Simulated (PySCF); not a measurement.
Computed shifts of a molecule C5H8Si, PBE/pcSseg-1 (PySCF), GIAO, gas phase, equivalent atoms averaged, in ppm (number of nuclei): ¹³C: 88.9 (1), 70.5 (1), 20.0 (1), 11.2 (1), 4.0 (1). ²⁹Si: -61.7 (1). ¹H: 4.34 (3), 1.92 (1), 1.85 (1), 1.36 (1), 0.90 (1), 0.31 (1). References: ¹³C against TMS (σ = 182.0 ppm); ²⁹Si against TMS (σ = 335.4 ppm); ¹H against TMS (σ = 31.49 ppm), references at their B3LYP-D3(BJ)/def2-TZVP geometries, non-relativistic. Geometry: ωB97X-D3(BJ)/def2-SVP. One conformer was computed; it need not be the lowest.

Which molecule gave these data?
(A) C=CC#C[SiH2]C
(B) C1=CC[SiH2]C=C1
(C) C#CCC(=C)[SiH3]
(D) C#C[C@@H]1C[C@@H]1[SiH3]

D, C#C[C@@H]1C[C@@H]1[SiH3]
